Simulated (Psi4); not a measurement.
Cl2Mn (SMILES [Cl][Mn][Cl]), sextet, at a GFN2-xTB geometry (such geometries of metal compounds can be far from the true shape). Base run: Psi4 1.11 with BLYP/3-21G.

Here is a job for Psi4.
```
memory 2 GB

molecule {
0 6
  Mn    0.00000000    0.00000000    0.00000000
  Cl    0.00000000    0.00000000    1.97614452
  Cl   -0.00000000   -0.00000000   -1.97614452
}

set basis 3-21g
set reference uks

energy('blyp')
print_variables()
```

Variants of this job, named by their change:

```
change                       E (Eh)  <S^2>  core-seconds (rough)
----------------------  -----------  -----  --------------------
base                    -2061.52642  8.757                     4
functional = wb97m-v    -2061.41154  8.757                    20
functional = bhhlyp     -2061.51801  8.761                     4
functional = m06-2x     -2061.46055  8.760                     5
functional = pbe        -2060.88257  8.760                     4
functional = bp86       -2061.73806  8.760                     3
functional = cam-b3lyp  -2061.59837  8.758                     6
functional = mn15       -2060.57589  8.758                     6
functional = svwn       -2057.41702  8.759                     3
functional = b3lyp5     -2061.34001  8.760                     4
functional = pw6b95     -2062.88747  8.760                     7
functional = revpbe     -2061.22151  8.760                     4
functional = tpss       -2061.55929  8.760                     7
```

Total energies compare only within one method and basis.

Open shells are given as the SCF converged; they aren't shown to be the lowest states, and a large step between rows can be another state.
